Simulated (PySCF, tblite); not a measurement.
**Ca2+ and 6 × hydrogen fluoride**

A gas-phase complex of Ca2+ and 6 × hydrogen fluoride; charge +2, singlet. The structure comes from a short search (6 tight-binding starts) and was relaxed by PBE0-D3(BJ)/def2-SVPD; another way of binding may lie lower. No frequency run checks that it is a minimum.

```json
{"part": "1", "name": "Ca2+", "SMILES": "[Ca+2]", "atoms": "1", "charge": "+2", "multiplicity": "1"}
{"part": "2", "name": "hydrogen fluoride", "SMILES": "F", "atoms": "2–3", "charge": "0", "multiplicity": "1"}
{"part": "3", "name": "hydrogen fluoride", "SMILES": "F", "atoms": "4–5", "charge": "0", "multiplicity": "1"}
{"part": "4", "name": "hydrogen fluoride", "SMILES": "F", "atoms": "6–7", "charge": "0", "multiplicity": "1"}
{"part": "5", "name": "hydrogen fluoride", "SMILES": "F", "atoms": "8–9", "charge": "0", "multiplicity": "1"}
{"part": "6", "name": "hydrogen fluoride", "SMILES": "F", "atoms": "10–11", "charge": "0", "multiplicity": "1"}
{"part": "7", "name": "hydrogen fluoride", "SMILES": "F", "atoms": "12–13", "charge": "0", "multiplicity": "1"}
```

Coordinates in Å:
```
Ca1     0.574    1.020    0.529
F2      0.735   -1.043   -0.498
H3      0.809   -1.873   -0.916
F4      1.682    0.200    2.379
H5      2.108   -0.142    3.134
F6     -0.534    1.857   -1.312
H7     -0.976    2.182   -2.066
F8     -1.439    0.415    1.484
H9     -2.247    0.154    1.869
F10     2.577    1.664   -0.419
H11     3.392    1.919   -0.794
F12     0.398    3.084    1.553
H13     0.302    3.919    1.957
```

| contact | kind (by geometry) | distance (Å) | angle (°) |
| --- | --- | --- | --- |
| Ca1···F6 | ion contact | 2.306 | - |
| Ca1···F4 | ion contact | 2.307 | - |
| Ca1···F10 | ion contact | 2.308 | - |
| Ca1···F8 | ion contact | 2.308 | - |
| Ca1···F2 | ion contact | 2.310 | - |
| Ca1···F12 | ion contact | 2.311 | - |

Interaction energies are complex less parts, with the parts frozen as they stand in it; counterpoise-corrected, in kcal/mol (PySCF).

(1) Give the interaction energy at each level run.

(2) What holds them together? Decompose the wB97M-D3(BJ)/def2-SVPD energy: frozen parts, their antisymmetrised product, then relaxation.

The parts were also relaxed and run alone, at the levels used for the complex: shieldings by PBE0/pcSseg-1; core levels by delta-SCF with SCAN, pcX-2 on the ionised atom and pcseg-1 elsewhere, spin-free X2C.

(3) How do these values change when the complex forms?

Answers

(1) 
| level | interaction | superposition error removed |
| --- | --- | --- |
| wB97M-D3(BJ)/def2-SVPD | -183.37 | -5.44 |
| PBE0-D3(BJ)/def2-SVPD | -186.77 | -5.98 |

(2) electrostatic -162.0, Pauli repulsion +55.8, orbital relaxation -78.9, dispersion correction -3.7 kcal/mol, which sum to the value before the counterpoise correction; the Pauli term holds the exchange-correlation of the frozen density too. Of the attraction, 66 % is electrostatic, 32 % is orbital relaxation, 2 % is dispersion correction.

(3) 
```
              property   alone  in the complex  change
shielding of Ca1 (ppm)  1412.6          1277.8  -134.8
 shielding of F6 (ppm)   410.5           405.0    -5.5
 shielding of F4 (ppm)   410.5           405.1    -5.5
 F6 1s core level (eV)  694.12          703.33   +9.21
```

Multiply charged ions in the gas phase bind far more strongly than in solution.

The 4 runs behind this took 3.1 min in all, one thread each of Arm Neoverse V1 on a shared host, launched as `OMP_NUM_THREADS=1 python cluster_run.py task.json out`.
